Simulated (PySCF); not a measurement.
Order these species by their calculated properties.

Species are written as SMILES; each is one conformer at its optimised geometry, gas phase, non-relativistic unless stated; the electronic structure was computed with PySCF and density fitting.

The conformers computed, where there is a choice (atom-mapped SMILES and torsion angles):
- `[N:1]#[C:2][CH2:3][S:4][Si@H:5]([SiH3:6])[CH2:7][SiH3:8]`: C2–C3–S4–Si5 51°, C3–S4–Si5–Si6 164°, S4–Si5–C7–Si8 61°
- `[N:1]#[C:2][SiH2:3][S:4][SiH2:5][CH2:6][CH2:7][SiH3:8]`: C2–Si3–S4–Si5 -54°, Si3–S4–Si5–C6 -175°, S4–Si5–C6–C7 -59°, Si5–C6–C7–Si8 179°
- `[SH:1][c:2]1[cH:3][cH:4][cH:5][s:6]1`: H–S1–C2–C3 -179°
- `[CH:1]#[C:2][c:3]1[cH:4][cH:5][c:6]([OH:7])[cH:8][c:9]1[O-:10]`: H–O7–C6–C5 180°
- `[CH2:1]=[C:2]/[CH:3]=[CH:4]/[CH2:5][O:6][CH:7]=[O:8]`: C3–C4–C5–O6 -98°, C4–C5–O6–C7 87°, C5–O6–C7–O8 2°
- `[CH2:1]=[C:2]([F:3])[CH2:4][C@H:5]([CH3:6])[CH2:7][CH3:8]`: C1–C2–C4–C5 -112°, C2–C4–C5–C6 -169°, C4–C5–C7–C8 -167°

The conformers of `COC[C@@H]1CO[SiH2]S1` and `C[C@@H]1[C@H](C)CC[C@H]1F` aren't listed.

Question: Rank by smallest rotational constant, lowest first (GFN2-xTB).
A. `N#CCS[Si@H]([SiH3])C[SiH3]`
B. `Sc1cccs1`
C. `C=C(F)C[C@H](C)CC`
D. `N#C[SiH2]S[SiH2]CC[SiH3]`
E. `c1(C#C)ccc(O)cc1[O-]`
F. `C=[C]/C=C/COC=O` [radical]

Answer: D (0.340 GHz), A (0.552 GHz), E (0.733 GHz), F (0.883 GHz), C (1.042 GHz), B (1.391 GHz).

Give the two extremes of that set in cm⁻¹.

`N#C[SiH2]S[SiH2]CC[SiH3]`: 0.0114 cm⁻¹; `Sc1cccs1`: 0.0464 cm⁻¹.

Question: Rank by HOMO–LUMO gap, lowest first (PBE0/pcSseg-1 at GFN2-xTB geometries).
A. `COC[C@@H]1CO[SiH2]S1`
B. `N#C[SiH2]S[SiH2]CC[SiH3]`
C. `[SiH3]C[Si@H](SCC#N)[SiH3]`
D. `C[C@@H]1[C@H](C)CC[C@H]1F`

Answer: C (6.42 eV), B (6.72 eV), A (6.92 eV), D (9.81 eV).

Question: Rank by HOMO energy, lowest first (PBE0/pcSseg-1 at GFN2-xTB geometries).
A. `C=C(F)C[C@H](C)CC`
B. `C[C@@H]1[C@H](C)CC[C@H]1F`
C. `N#C[SiH2]S[SiH2]CC[SiH3]`
D. `COC[C@@H]1CO[SiH2]S1`

Answer: B (-8.56 eV), C (-7.76 eV), A (-7.30 eV), D (-6.93 eV).
